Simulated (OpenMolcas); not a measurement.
## Pb III: effect of the active space

- Program: OpenMolcas
- Method: CASSCF or its RAS form
- Basis: ANO-RCC-VTZP
- Scalar Hamiltonian: DKH2, point nucleus
- Spin-orbit coupling: state interaction with AMFI integrals over the reference wave functions, term energies averaged over their components

A. 2 electrons in 4 orbitals (6s 6p); 2S+1 = 3 even, 3 roots; 2S+1 = 1 even, 7 roots; 2S+1 = 3 odd, 3 roots; 2S+1 = 1 odd, 3 roots; cost roughly 40 core-seconds
B. 2 electrons in 8 orbitals (6s 6p 7s 7p); 2S+1 = 3 even, 3 roots; 2S+1 = 1 even, 7 roots; 2S+1 = 3 odd, 3 roots; 2S+1 = 1 odd, 3 roots; cost about 28 core-seconds
C. 2 electrons in 9 orbitals (RAS2 6s 6p; RAS3 6d, at most 2 electrons); 2S+1 = 3 even, 3 roots; 2S+1 = 1 even, 7 roots; 2S+1 = 3 odd, 3 roots; 2S+1 = 1 odd, 3 roots; cost roughly 19 core-seconds

Energies in cm⁻¹ above 6s² ¹S₀, the measured ground level; measured values from Moore, Atomic Energy Levels, vol. III, NSRDS-NBS 35 (1971 reprint of NBS Circular 467, 1958).

| Level | A | B | C | Measured |
| --- | --- | --- | --- | --- |
| 6s² ¹S₀ | 0.0 | 0.0 | 0.0 | 0.0 |
| 6s 6p ³P°₀ | 55353 | 56440 | 54753 | 60397 |
| 6s 6p ³P°₁ | 59429 | 60500 | 58679 | 64391 |
| 6s 6p ³P°₂ | 70612 | 71698 | 69997 |  |
| 6s 6p ¹P°₁ | 96868 | 97919 | 93319 | 95340 |

Deviations, from unrounded energies. A percentage is the sum of absolute deviations over the sum of measured energies, with the sign that they share, or ± where signs differ.

```
           Against measurement  Levels     A     B     C
mean absolute deviation (cm-1)       3  3800  3500  4500
      other configurations (%)       3  ±5.2  ±4.7  -6.1
```

B lies closest to measurement on these levels and C furthest from it. The largest miss of B in the table is 6s 6p ³P°₀, by -4000 cm-1. The ranking rests on the paired levels alone, and a cruder setting can come out closer through cancelling errors.

Among A to C the level of the table that moves most is 6s 6p ¹P°₁, by 4600 cm-1 (lowest in C, highest in B).

Spin-orbit splittings of 6p shells tend to come out small when the coupling is added on scalar orbitals. The run also gave levels led by 6s 7s, which use shells meant for correlation; these and all levels above them are left out (holds for B). Active for correlation alone: 6d; no level in the range computed is led by a configuration that fills it, so any true level of that kind is missing (holds for C). Computed and measured levels are paired by configuration, term and J; levels that our copy of the source lacks, or whose pairing is in doubt (as where it misses far off the trend of its configuration), stay unpaired and out of the deviations. Only configurations of the active space appear. The table leaves out levels that lie high or whose names do not pair safely across all columns.

° marks odd parity.
